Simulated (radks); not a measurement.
Numerical settings for neutral niobium, [Kr] 4d4 5s1. Calculated with a radial shooting solver on a logarithmic mesh with Libxc functionals: scalar-relativistic Kohn-Sham, r2SCAN, spin-unpolarised, spherical densities, finite nucleus; meta-GGA in the generalised Kohn-Sham scheme; Fermi nuclear charge, rms radius 4.324 fm. The defaults (mesh step 0.008 in ln r, mesh end at 40 bohr or more with all orbitals vanishing there, Anderson mixing 0.5 over 9 steps, residual threshold near 1e-9 with the energy settled to 1e-9 hartree or 1e-11 of itself, here a cap of 84 iterations) give E = -3820.112 hartree and 4d at -2.959 eV in 13 iterations. Run on one thread of a shared host, so times are rough (Arm Neoverse N1): 0.14 s of CPU time, 0.14 s wall, 13 iterations on 2437 mesh points. Changes against that run (0 stands for a change within the tolerance of the run):

setting                    iterations         converged  E (mhartree)  e(4d) (meV)  CPU (s)
mesh step in ln r 0.2               4                no      diverged            -     0.01
mesh step in ln r 0.08             31               yes         +1.78      -0.0919     0.07
mesh step in ln r 0.12              2                no      diverged            -     0.01
mesh end (bohr) 3                  11  level above zero     +2.25e+03    +1.93e+04     0.09
mesh end (bohr) 400                13               yes             0            0     0.14
residual threshold 1e-05           10               yes             0       +0.298     0.12
residual threshold 0.01             8               yes             0           +2      0.1
mixing 2.5                         19               yes             0     +0.00535      0.2
linear mixing, mixing 0.8          24                no      diverged            -     0.33
linear mixing, mixing 0.5          22               yes             0     +0.00792     0.21
mixing history 3                   16               yes             0     -0.00839     0.16
iteration cap 5                     5                no       -0.0349          +34     0.06

Settled on a wrong energy, with an occupied level pushed above zero by the early mesh end: mesh end (bohr) 3 (+2.25 hartree). Apart from these: settings that end as converged yet miss the energy by more than 1 mhartree: mesh step in ln r 0.08 (+0.00178 hartree). A mesh that ends early acts as a hard wall.
